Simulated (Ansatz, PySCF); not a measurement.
C3H12GeOSi (SMILES C[Si](C)(C)[O][GeH3]), singlet, geometry from GFN2-xTB, atoms displaced at random by about 0.03 Å a coordinate. Base run: PBE/STO-3G, gradient in PySCF.

Input for PySCF:
```python
from pyscf import gto, scf, dft

mol = gto.Mole()
mol.atom = '''
    Ge    1.86785612    0.12759282    0.20684174
    O     0.18423829    0.03959852    0.64719674
    Si   -1.26910443   -0.06001891   -0.16471221
    C    -1.54015291   -1.88587210   -0.77350414
    C    -2.52945986    0.30344109    1.24818532
    C    -1.43775904    1.12518577   -1.61548663
    H     2.21767445   -1.09544679   -0.60866805
    H     2.18464893    1.39912438   -0.53269120
    H     2.55138892    0.01520487    1.52979352
    H    -2.50556133   -2.03069840   -1.22800969
    H    -1.38460683   -2.55345119    0.05642182
    H    -0.75917494   -2.07579146   -1.51025733
    H    -2.41118729   -0.31424172    2.10789428
    H    -3.56026939    0.28344035    0.91477658
    H    -2.44960930    1.36127473    1.58492198
    H    -0.66262625    0.93995627   -2.34651521
    H    -1.15759405    2.15878578   -1.25018431
    H    -2.41616741    1.10027127   -2.04903584
'''
mol.basis = 'sto-3g'
mol.verbose = 4
mol.build()

mf = dft.RKS(mol)
mf.xc = 'pbe'
mf.kernel()
g = mf.nuc_grad_method()
grad = g.kernel()
```

Programs used: Ansatz (a quantum-chemistry and plane-wave program), PySCF; a row that names a program was run with it.

The coordinate followed is y of atom 8.

Each row names what was changed in the base input (with any setting that the change needs).

| change | dE/dx (Eh/bohr) | net force (Eh/bohr) |
|---|---|---|
| base | 0.025354 | 0.000061 |
| conv_tol = 1e-4 | 0.025689 | 0.000061 |
| conv_tol = 1e-6 | 0.025358 | 0.000061 |
| finite difference step (bohr) = 1e-5; conv_tol = 1e-11 | 0.025358 | - |
| finite difference step (bohr) = 0.2; conv_tol = 1e-11 | 0.024597 | - |
| grids.level = 5; grid_response = on | 0.025354 | 0.000000 |
| finite difference step (bohr) = 1e-4; conv_tol = 1e-11 | 0.025359 | - |
| grids.level = 0; grid_response = on | 0.027118 | 0.000000 |
| code = ansatz | 0.025354 | 0.000000 |
| finite difference step (bohr) = 1e-3; conv_tol = 1e-11 | 0.025359 | - |
| grids.level = 1; grid_response = on | 0.025415 | 0.000000 |
| finite difference step (bohr) = 0.01; conv_tol = 1e-11 | 0.025357 | - |

The net force is zero for an exact gradient.
